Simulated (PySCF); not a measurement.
Hf(F)2(OH)2 (F2H2HfO2), SMILES [Hf]([OH])([OH])([F])[F], multiplicity 1.

Geometry optimised at B3LYP-D3(BJ)/def2-SVP. The spin state was assumed, not searched. The structure was generated by enumeration; whether it is a known compound was not checked. The def2 effective core potentials stand for the cores of Hf; spin–orbit coupling is left out. Other conformers were not sampled.

Level of theory: r2SCAN/def2-TZVP in PySCF.

Symmetry labels are those of the subgroup C2v that the program uses (full group C2v).

Question: List the valence orbital energies around the gap with their symmetry. (The exact figures need the calculation; the answer reports its results.)

Answer: 
```json
[
 {"orbital": "HOMO−7", "symmetry": "A1", "energy (eV)": "-10.19"},
 {"orbital": "HOMO−6", "symmetry": "A2", "energy (eV)": "-10.15"},
 {"orbital": "HOMO−5", "symmetry": "B1", "energy (eV)": "-9.86"},
 {"orbital": "HOMO−4", "symmetry": "B2", "energy (eV)": "-9.61"},
 {"orbital": "HOMO−3", "symmetry": "A1", "energy (eV)": "-8.71"},
 {"orbital": "HOMO−2", "symmetry": "A2", "energy (eV)": "-8.46"},
 {"orbital": "HOMO−1", "symmetry": "B2", "energy (eV)": "-8.33"},
 {"orbital": "HOMO", "symmetry": "B1", "energy (eV)": "-8.18"},
 {"orbital": "LUMO", "symmetry": "A1", "energy (eV)": "-0.48"},
 {"orbital": "LUMO+1", "symmetry": "A1", "energy (eV)": "-0.24"},
 {"orbital": "LUMO+2", "symmetry": "A2", "energy (eV)": "-0.15"},
 {"orbital": "LUMO+3", "symmetry": "B1", "energy (eV)": "0.19"}
]
```
